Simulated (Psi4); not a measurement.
Two rigid molecules brought together: CH2O ··· H3O+ (SMILES C=O and [OH3+]) (charge +1). Monomers: optimised at B3LYP-D3(BJ) (def2-TZVP), held rigid. Orientation: lowest of the rigid-body minima from ten starts at GFN2-xTB. The monomers approach along the line of their centres of mass (distance R); nothing else relaxes.

Levels: PBE/def2-TZVP, counterpoise-corrected (Psi4); PBE-D3(BJ)/def2-TZVP, counterpoise-corrected (Psi4); SAPT0/jun-cc-pVDZ, frozen core (Psi4).

Interaction energies in kcal/mol; the last columns give the difference from SAPT0:

```csv
R / Å,PBE/def2-TZVP,PBE-D3(BJ)/def2-TZVP,SAPT0/jun-cc-pVDZ,PBE/def2-TZVP − SAPT0/jun-cc-pVDZ,PBE-D3(BJ)/def2-TZVP − SAPT0/jun-cc-pVDZ
2.82,-28.82,-29.56,-32.37,3.55,2.80
2.99,-30.07,-30.76,-32.35,2.28,1.60
3.19,-27.79,-28.39,-29.46,1.67,1.07
3.41,-23.92,-24.43,-25.45,1.53,1.02
3.68,-19.31,-19.72,-20.89,1.57,1.16
4.03,-14.60,-14.89,-16.20,1.61,1.31
4.47,-10.53,-10.72,-12.16,1.63,1.44
5.22,-6.59,-6.67,-8.14,1.55,1.47
6.20,-4.15,-4.18,-5.40,1.25,1.22
7.51,-2.65,-2.66,-3.50,0.85,0.84
```

PBE/def2-TZVP is furthest from SAPT0/jun-cc-pVDZ at 2.82 (3.55 kcal/mol, above); its mean absolute difference over the points is 1.75 kcal/mol.

PBE-D3(BJ)/def2-TZVP is furthest from SAPT0/jun-cc-pVDZ at 2.82 (2.80 kcal/mol, above); its mean absolute difference over the points is 1.39 kcal/mol.
